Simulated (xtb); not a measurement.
Harmonic IR lines of one isomer of CH2B2O, unscaled. These are xtb with GFN2-xTB values and carry that method's errors.

```
wavenumber (cm⁻¹)  relative intensity
-----------------  ------------------
367                               4.5
394                                52
439                               3.3
677                                16
696                                18
766                               7.7
984                                71
1168                              100
1310                               14
1800                               81
2709                               57
```

Task: Which structure gives these lines?
A) `C=BB=O`
B) `OC1=BB1`
C) `B=C=BO`
D) `[H]/B=C\B=O`

Result: B, `OC1=BB1`
